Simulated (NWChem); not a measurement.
Molecule: CHClF2OSi; SMILES O=C[Si](F)(F)Cl

```xyz
7

O      1.0536    -2.2087    -0.0005
C     -0.0673    -1.7747     0.0012
Si    -0.4173     0.1086     0.0001
F     -1.3039     0.4781     1.2883
F     -1.3030     0.4767    -1.2892
Cl     1.2933     1.1876     0.0000
H     -0.9546    -2.4656     0.0035
```
Atoms are numbered in this order, from 1.

Level: PBE0/def2-SVP (NWChem), optimised geometry, unscaled harmonic frequencies. 

**Question.** List the harmonic frequencies with IR intensities, and the thermochemistry.

**Answer.** 
```csv
frequency (cm⁻¹),IR intensity (km/mol)
34,11.4
108,3.7
171,0.1
237,6.1
269,18.5
288,35.4
428,41.9
535,69.9
766,100.0
872,0.4
908,173.4
985,163.7
1390,25.9
1841,78.9
2880,88.4
```

```yaml
zero_point_energy: 16.7 kcal/mol
thermal correction to the enthalpy at 298.15 K (with zero-point energy): 21.8 kcal/mol
heat capacity Cv: 21.8 cal/(mol K)
entropy at 298.15 K and 1 atm (symmetry number 1): 86.9 cal/(mol K)
dipole_moment: 1.05 D
```

Rigid rotor and harmonic oscillator; modes under 100 cm⁻¹ make the entropy uncertain.
